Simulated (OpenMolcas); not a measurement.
# V3+: ligand-field states by method

V3+ with its 6 nearest fluoride ions at 1.946 Å, on the Ga site of K2NaGaF6 (a = 8.246 Å, distance in the model lattice 1.938 Å). The rest of the host is ab initio model potentials to 7.6 Å, with orthogonalisation functions on the cations behind the ligands, and point charges beyond; the distance is set by hand and nothing relaxes. Ligand basis ANO-RCC-VDZP.

```
Program             : OpenMolcas 26.06
Basis               : ANO-RCC-VDZP [5s4p2d1f]
Scalar Hamiltonian  : DKH2, point nucleus
Active space        : 2 electrons in 5 orbitals (3d)
State averaging     : 2S+1 = 3 even, 10 roots; 2S+1 = 1 even, 15 roots
Spin-orbit coupling : RASSI with atomic mean-field integrals over the reference wave functions
```

I. CASSCF
II. SS-CASPT2, IPEA 0.25 Eh, imaginary shift 0.1 Eh (closed shells correlated: 3s 3p and the ligand valence shells)

Spin-free states (labels of O, the rotations of Oh) in cm-1, each column counted from its own energy of the first state listed:

| State | Degeneracy | I | II |
| --- | --- | --- | --- |
| 3T1 | 3 | 0 | 0 |
| 1T2 | 3 | 13932 | 11040 |
| 1E | 2 | 14258 | 11510 |
| 3T2 | 3 | 14467 | 16690 |
| 3T1 | 3 | 27843 | 27010 |
| 1A1 | 1 | 28659 | 23890 |
| 1T2 | 3 | 30449 | 29550 |
| 3A2 | 1 | 30600 | 34740 |
| 1T1 | 3 | 33711 | 32890 |
| 1E | 2 | 46748 | 47660 |
| 1A1 | 1 | 67500 | 63240 |

From I to II, I's first state of the same spin (3T2) moves from 14467 to 16690 cm-1, by about +2200 cm-1.

From I to II, I's first state of another spin (1T2) moves from 13932 to 11040 cm-1, by about -2900 cm-1.

I: A least-squares ligand-field fit to the states below 45000 cm-1, each weighted by its degeneracy and with a free common offset, gives 10Dq = 16081 cm-1, B = 1000 cm-1 and C = 3627 cm-1 (C/B = 3.63), with an rms deviation of 26 cm-1. The same method and metal basis give the free ion B = 1088 cm-1 (fit to its terms below 60000 cm-1, rms deviation 54 cm-1), so the nephelauxetic ratio is β = 1000 / 1088 = 0.92; it hangs on how both fits weigh the states, and computed free-ion B values tend to be too large, so β mixes covalency with correlation.

II: A least-squares ligand-field fit to the states below 45000 cm-1, each weighted by its degeneracy and with a free common offset, gives 10Dq = 18372 cm-1, B = 798 cm-1 and C = 3063 cm-1 (C/B = 3.84), with an rms deviation of 241 cm-1. The same method and metal basis give the free ion B = 987 cm-1 (fit to its terms below 60000 cm-1, rms deviation 666 cm-1), so the nephelauxetic ratio is β = 798 / 987 = 0.81; it hangs on how both fits weigh the states, and computed free-ion B values tend to be too large, so β mixes covalency with correlation.

From I to II, 10Dq changes by +14 %, B by -20 % and C by -16 %.

χT at 300 K: I 0.89, II 0.89 cm3 K/mol.

Roots that are degenerate in the reference are averaged as groups; the widest CASPT2 spread within a group is 100 cm-1 (the 3-fold group of multiplicity 1 near 11000 cm-1 above the lowest state of its run, II). Shifts and gaps below about the spread of the groups concerned are not significant. Over all roots computed the reference weight is 0.74 in II; a low but even weight reflects the number of correlated electrons. An orbital triplet at a regular site is open to Jahn-Teller coupling, which can distort the site and quench the lowest spin-orbit gaps and is left out. Ligand-to-metal charge-transfer states are missing. With no ligand orbital active B as a rule stays too high, so bands that hang on it stand too high and its fall with covalency is understated. Without dynamic correlation the repulsion within the d shell is too large (B by tens of per cent), so at a given field states of lower spin stand too high (holds for I). With metal d orbitals alone and no dynamic correlation 10Dq can be off by a tenth to a fifth, either way, in oxide and fluoride hosts (holds for I). With one d shell and no ligand orbital active, 10Dq can be off by a tenth or more (holds for II). No measured value stands beside these numbers; the geometry was set by hand and not optimised.
